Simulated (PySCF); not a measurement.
A GIAO shielding run with PySCF (density fitting, non-relativistic, gas phase) on SMILES C#C[C@@H](C#CC)[S@](C)=O, C7H8OS:

```
$ OMP_NUM_THREADS=1 python probes_run.py task.json out

{"job": {"kind": "nmr", "xc": "PBE0", "basis": "pcSseg-1"}, "charge": 0, "multiplicity": 1}
C     -0.365053     3.305892    -0.809806
C     -0.485525     2.117675    -0.728253
C     -0.624054     0.688674    -0.598864
C      0.637826     0.058015    -0.311861
C      1.694290    -0.439644    -0.035868
C      2.970682    -1.044728     0.268508
S     -1.835872     0.369767     0.846693
C     -1.840469    -1.464794     0.609946
O     -3.134463     0.828506     0.364522
H     -0.268140     4.346188    -0.897725
H     -1.110555     0.266067    -1.482555
H      3.490612    -1.300302    -0.654513
H      2.829188    -1.950776     0.857623
H      3.582703    -0.345206     0.836982
H     -2.461876    -1.891126     1.390970
H     -2.262746    -1.702279    -0.360679
H     -0.823545    -1.829899     0.694971
```

Hardware: 1 thread of an Arm Neoverse V2, shared host. The job also computes population analyses, field gradients.

**Question.** How large is the calculation?

**Answer.** 74 electrons, 200 basis functions and 1055 auxiliary functions.

**Question.** How long does it take, and how much memory does it need?

**Answer.** 34 s of wall time, with 16 SCF cycles and 5 response iterations; peak memory 0.88 GiB. Times on a shared host scatter by some tens of per cent.
